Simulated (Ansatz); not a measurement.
`F[B]([AlH2])[SiH3]` + `C[NH][AlH2]` → `C[N]([AlH2])[AlH2]` + `FB[SiH3]` at 500 K and 1 bar (cleavage of the Al–B bond).

Program: Ansatz. Geometries: PBE0-D4/def2-TZVP. ΔE: electronic, gas phase. CBS: MP2 limit from def2 TZ/QZ plus the TZ coupled-cluster correction, frozen cores.

```tsv
species	CCSD(T)/CBS energy (Eh)	H − E (kJ/mol)	S (J/(mol·K))
`F[B]([AlH2])[SiH3]`	-658.67346	162.7	433.6
`C[NH][AlH2]`	-338.38977	213.6	341.5
`C[N]([AlH2])[AlH2]`	-581.02164	236.0	423.6
`FB[SiH3]`	-416.08982	135.7	341.8
```

H − E and S are ideal-gas, rigid-rotor, harmonic terms from PBE0-D4/def2-TZVP, for one conformer and one mirror image of each species. 1 Eh = 2625.50 kJ/mol, R = 8.31446 J/(mol·K).

Q: By hand: ΔE, ΔH, ΔS and ΔG.

A: ΔE = (-581.02164) + (-416.08982) − (-658.67346) − (-338.38977) = -0.04823 Eh = -126.6 kJ/mol. Δ(H − E) = 236.0 + 135.7 − 162.7 − 213.6 = -4.6, so ΔH = -131.2 kJ/mol. ΔS = 423.6 + 341.8 − 433.6 − 341.5 = -9.7 J/(mol·K). ΔG = -131.2 − 500 × (-9.7)/1000 = -126.3 kJ/mol.

Q: By hand: the equilibrium constant, and the temperature at which ΔG would vanish if ΔH and ΔS stayed fixed.

A: log₁₀ K = −ΔG/(RT ln 10) = 13.2. ΔG = 0 at ΔH/ΔS = 13526 K, far beyond where these terms or the molecules hold.

The number of gas molecules stays the same, so ΔS is small and ΔH decides. A doubt of 5 kJ/mol in ΔE shifts log₁₀ K by 0.5 here. Other conformers and mirror images would add mixing entropy, several J/(mol·K) or more a flexible species. Modes under 60 cm⁻¹, often nearly free rotors, make the harmonic entropy too high. These are equilibria of isolated gas molecules and say nothing of rates. Largest T1 diagnostic: 0.015 (customary marks: 0.02 for closed shells, 0.045 for open ones).
